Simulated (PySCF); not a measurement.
# Electron affinity of Ag by level of theory

Ag⁻ [Kr] 4d10 5s2 (1S) → Ag [Kr] 4d10 5s1 (2S), as a difference of total energies. Calculation: PySCF 2.14, in aug-cc-pVDZ-PP with ECP28MDF (5s5p4d2f, 54 functions); scalar relativity through the core potential. Correlated levels: valence: 4s2 4p6 frozen. The calculations carry no spin-orbit coupling.

```json
{"method": "UHF", "electron affinity (eV)": "0.089"}
{"method": "MP2 (valence)", "electron affinity (eV)": "0.999"}
{"method": "SCS-MP2 (valence)", "electron affinity (eV)": "1.017"}
{"method": "CCSD (valence)", "electron affinity (eV)": "1.067"}
{"method": "CCSD(T) (valence)", "electron affinity (eV)": "1.166"}
```

Errors of the correlated levels include the incompleteness of this basis and the frozen core.

The coupled-cluster amplitudes are large for Ag⁻ (T1 above 0.03 or a double amplitude above 0.15), so a single reference is strained.

Which method comes closest to the reference value, and which is furthest?

The reference is 1.304 eV (measured; photodetachment measurements, as compiled on the Wikipedia data page of electron affinities). Closest: CCSD(T) (valence) (error -0.138 eV); furthest: UHF (error -1.215 eV).
